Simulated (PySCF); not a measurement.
Computed IR spectrum (relative IR intensity) of a molecule C₂H₁₂OSi₃. Coordinates come from a PBE0-D3(BJ)/def2-SVP optimisation. One conformer was computed; it need not be the lowest. Method: PySCF 2.14.0 with PBE0-D3(BJ)/def2-SVP. Frequencies are harmonic and unscaled.

Lines under 2 % of the strongest are left out, and lines within 2 cm⁻¹ are merged.

| ν (cm⁻¹) | relative intensity |
|---|---|
| 157 | 4.4 |
| 182 | 4.3 |
| 209 | 3.2 |
| 248 | 15 |
| 284 | 38 |
| 320 | 9.6 |
| 496 | 9.3 |
| 503 | 3.0 |
| 520 | 19 |
| 602 | 9.5 |
| 637 | 2.2 |
| 684 | 40 |
| 735 | 51 |
| 747 | 86 |
| 807 | 14 |
| 835 | 47 |
| 851 | 100 |
| 884 | 21 |
| 922 | 23 |
| 926 | 61 |
| 934 | 16 |
| 937 | 29 |
| 949 | 38 |
| 969 | 20 |
| 1086 | 8.2 |
| 1150 | 3.6 |
| 1282 | 2.2 |
| 1418 | 2.6 |
| 1428 | 2.9 |
| 2176 | 48 |
| 2190 | 59 |
| 2212 | 31 |
| 2222 | 38 |
| 2232 | 91 |
| 2239 | 47 |
| 3039 | 8.4 |
| 3048 | 5.1 |
| 3105 | 2.9 |
| 3897 | 53 |

### Question
Which molecule gave these data?
A. CC[Si@H](O)[SiH2][SiH3]
B. [SiH3]OCC([SiH3])[SiH3]
C. O[Si@@H]([SiH3])CC[SiH3]
D. CC[Si](O)([SiH3])[SiH3]

### Answer
C, O[Si@@H]([SiH3])CC[SiH3]
